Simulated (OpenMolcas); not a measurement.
**What dynamic correlation does to the levels of Br3+**

```json
{"Program": "OpenMolcas 26.06", "Basis": "ANO-RCC-VQZP [7s6p4d2f1g]", "Scalar Hamiltonian": "DKH2, point nucleus", "Active space": "4 electrons in 9 orbitals (RAS2 4s 4p; RAS3 4d, at most 2 electrons)", "State averaging": "2S+1 = 3 even, 6 roots; 2S+1 = 1 even, 12 roots; 2S+1 = 5 odd, 1 root; 2S+1 = 3 odd, 9 roots; 2S+1 = 1 odd, 8 roots", "Spin-orbit coupling": "RASSI with atomic mean-field integrals over the reference wave functions, term energies averaged over their components"}
```

Methods on the same reference wave functions:
A. RASSCF
B. SS-RASPT2, IPEA 0.25 Eh, imaginary shift 0.1 Eh (closed shells correlated: 3d)
C. MS-RASPT2, IPEA 0.25 Eh, imaginary shift 0.1 Eh (closed shells correlated: 3d)

Energies in cm-1 above 4s2 4p2 3P0.

```json
{"Level": "4s2 4p2 3P0", "A": "0.0", "B": "0.0", "C": "0.0"}
{"Level": "4s2 4p2 3P1", "A": "2209", "B": "2250", "C": "2260"}
{"Level": "4s2 4p2 3P2", "A": "5011", "B": "4980", "C": "4990"}
{"Level": "4s2 4p2 1D2", "A": "17653", "B": "15870", "C": "15880"}
{"Level": "4s2 4p2 1S0", "A": "35789", "B": "33570", "C": "33490"}
{"Level": "4s 4p3 5S* 2", "A": "74806", "B": "78960", "C": "79000"}
{"Level": "4s 4p3 3D* 1", "A": "108007", "B": "108970", "C": "109010"}
{"Level": "4s 4p3 3D* 2", "A": "108051", "B": "109030", "C": "109070"}
{"Level": "4s 4p3 3D* 3", "A": "108622", "B": "109620", "C": "109660"}
{"Level": "4s 4p3 3P* 0", "A": "125364", "B": "125590", "C": "125630"}
{"Level": "4s 4p3 3P* 1", "A": "125477", "B": "125700", "C": "125740"}
{"Level": "4s 4p3 3P* 2", "A": "125546", "B": "125780", "C": "125820"}
{"Level": "4s 4p3 1D* 2", "A": "138016", "B": "137280", "C": "137320"}
```

Between B and C the level of the table that moves most is 4s2 4p2 1S0, by 79 cm-1 (lowest in C, highest in B). Moves below CASPT2's spread within the term are not significant.

From A to B the spin-free energies of the other terms of 4s2 4p2 shown, above 3P, scale by factors of 0.86 to 0.93.

The lowest spin-free term lies below A's lowest term by 0.104 hartree in B, 0.104 hartree in C.

CASPT2 does not keep the components of a term degenerate, so their means are used; among the terms shown or strongly mixed into the levels shown the widest spread is 37 cm-1 (4s 4p3 3D*, C). Configurations are named by rounded mean occupations; where the s occupation lies near a half they are strongly mixed, a name can repeat and a true partner stay unpaired. Some terms take much of their weight from 4d, a shell meant for correlation, so their names are nominal. Some terms mix strongly with configurations of 4d, whose occupation reaches 0.54 (4s 4p3 1D*). Only configurations of the active space appear. Levels that lie high or do not pair safely by name in every column are left out.

* marks odd parity.
